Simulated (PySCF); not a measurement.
C2H6Te. Atoms are numbered in the order given.

```xyz
9

C      1.5870     0.0000    -1.0854
Te     0.0000     0.0000     0.4026
C     -1.5870     0.0000    -1.0854
H      1.5125    -0.9031    -1.7048
H      2.5435     0.0000    -0.5455
H      1.5125     0.9031    -1.7048
H     -1.5125    -0.9031    -1.7048
H     -2.5435     0.0000    -0.5455
H     -1.5125     0.9031    -1.7048
```
Charge 0, spin multiplicity 1.

The structure is a stationary point at B3LYP-D3(BJ)/def2-SVP. The def2 effective core potentials stand for the cores of Te; spin–orbit coupling is left out.

Level of theory: PBE/def2-TZVPD in PySCF.

Computed frontier levels, gap, dipole moment and polarisability:
- highest occupied level = -4.68 eV
- lowest empty level = -1.45 eV
- orbital gap = 3.22 eV
- dipole moment = 0.254 e·Å
- quadrupole, principal values (traceless, Buckingham form, about the centre of nuclear charge) = -4.66, 0.51, 4.14 D·Å
- mean static polarisability = 73.8 bohr³ (10.93 Å³)
- polarisability, principal values = 64.8, 74.1, 82.4 bohr³
